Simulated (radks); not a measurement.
Task: All-electron atom: Sn III in [Kr] 4d10 5s2 (the NIST ground configuration). Calculated with a radial shooting solver on a logarithmic mesh with Libxc functionals: scalar-relativistic Kohn-Sham, PBEsol, spin-unpolarised, spherical densities, finite nucleus; Fermi nuclear charge, rms radius 4.6519 fm. Some entries of the table are withheld. Estimate them.

orbital,occ.,eigenvalue (eV),<r^2> (bohr^2),r(max) (bohr)
1s,2,-29014.86,0.001144,0.01878
2s,2,-4395.430,0.01859,0.1061
2p,6,-3948.465,0.01467,0.08496
3s,2,-862.1075,0.1318,0.3077
3p,6,-716.0376,0.1325,0.3011
3d,10,-490.9409,0.1176,0.2510
4s,2,-151.2363,(1),0.7453
4p,6,-107.0611,0.8966,0.7881
4d,10,(2),1.413,0.8866
5s,2,-26.1598,5.490,1.941

Result: 
(1) 4s <r^2> (bohr^2): 0.7583
(2) 4d eigenvalue (eV): -43.2049
